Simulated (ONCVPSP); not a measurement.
Varying the ONCV potential for Ga (Z = 31)

Base potential:

```
Element                 : gallium
Generator               : ONCVPSP 4.0.1
Type                    : optimised norm-conserving Vanderbilt (ONCV)
Functional              : PBE
Relativity              : scalar-relativistic
Frozen core             : [Ne] 3s2
Valence charge          : 19
Reference configuration : 3p6 3d10 4s1.5 4p1.5
Partial waves           : 4s: rc 1.75 bohr, ncon 3, nbas 6, qcut 3 1/bohr, 3 projectors, debl 1.2 Ha; 3p+4p: rc 1.00 bohr, ncon 4, nbas 8, qcut 11.6 1/bohr, 2 projectors; 3d: rc 1.20 bohr, ncon 4, nbas 9, qcut 13 1/bohr, 2 projectors, debl 2.1 Ha
Local potential         : polynomial inside 0.90 bohr (lpopt 4, dvloc0 0 Ha)
Core correction         : Teter function, fcfact 5.75, rcfact 1.1
```

All-electron outer shells of the reference configuration (PBE, scalar-relativistic, ld1.x):

```json
{"shell": "2p", "level (eV)": "-1099.80", "outermost node (bohr)": "–", "outermost maximum (bohr)": "0.15"}
{"shell": "3s", "level (eV)": "-149.12", "outermost node (bohr)": "0.27", "outermost maximum (bohr)": "0.56"}
{"shell": "3p", "level (eV)": "-99.85", "outermost node (bohr)": "0.24", "outermost maximum (bohr)": "0.56"}
{"shell": "3d", "level (eV)": "-20.12", "outermost node (bohr)": "–", "outermost maximum (bohr)": "0.53"}
{"shell": "4s", "level (eV)": "-9.52", "outermost node (bohr)": "0.81", "outermost maximum (bohr)": "1.87"}
{"shell": "4p", "level (eV)": "-2.98", "outermost node (bohr)": "0.87", "outermost maximum (bohr)": "2.50"}
```

Cutoffs, loose and tight: the cutoffs (Ha) at which the residual kinetic energy of the hardest occupied pseudo-wave falls to 1 and 0.1 mHa per electron. They do not see the model core or the augmentation charge, which bear on the density cutoff. Test errors are all-electron minus pseudo excitation energies from the reference, over the configurations 3p6 3d10 4s2 4p1; 3p6 3d10 4s2 4p0; 3p6 3d10 4s1 4p0; 3p6 3d9 4s2 4p2. A dash means not determined; rows that change the core or the reference have their own tests.

A true bound ghost makes a file unfit for plane-wave use even where its test errors are small: the radial tests pick states by their node count and pass the ghost by.

| change | outcome | cutoff, loose | cutoff, tight | bound ghosts | GHOST(+) flags above zero | largest test error (meV) |
| --- | --- | --- | --- | --- | --- | --- |
| base | generated | 69 Ha | 77 Ha | none | s | +40 |
| p: rc 0.82; local potential polynomial inside 0.82 bohr (lpopt 4, dvloc0 0 Ha) | generated | 69 Ha | 77 Ha | none | s | +40 |
| p: rc 0.86; local potential polynomial inside 0.86 bohr (lpopt 4, dvloc0 0 Ha) | generated | 69 Ha | 77 Ha | none | s | +40 |
| p: rc 0.98 | generated | 69 Ha | 77 Ha | none | s | +40 |
| p: rc 1.08 | generated | 69 Ha | 77 Ha | none | s | +40 |
| p: rc 1.16 | generated | 69 Ha | 77 Ha | none | s | +39 |
| p: rc 1.24 | generated | 69 Ha | 77 Ha | none | s | +38 |
| p: rc 1.36 | generated | 69 Ha | 77 Ha | none | s | +37 |
| p: rc 1.44 | generated | 69 Ha | 77 Ha | none | s | +36 |

(1) What comes out with this change to the base: p: rc 0.66; local potential polynomial inside 0.66 bohr (lpopt 4, dvloc0 0 Ha)?

## Answers

(1) outcome: generated; cutoff, loose: 156 Ha; cutoff, tight: 441 Ha; bound ghosts: s; GHOST(+) flags above zero: s; largest test error (meV): +39.

Reading the sweep of the p radius (base included, trends over the rows without a ghost): The loose cutoff stays near 69 Ha. The median size of the test errors (rows with all tests solved) stays near 2.3 meV. Bound ghosts are found at 0.66 bohr.
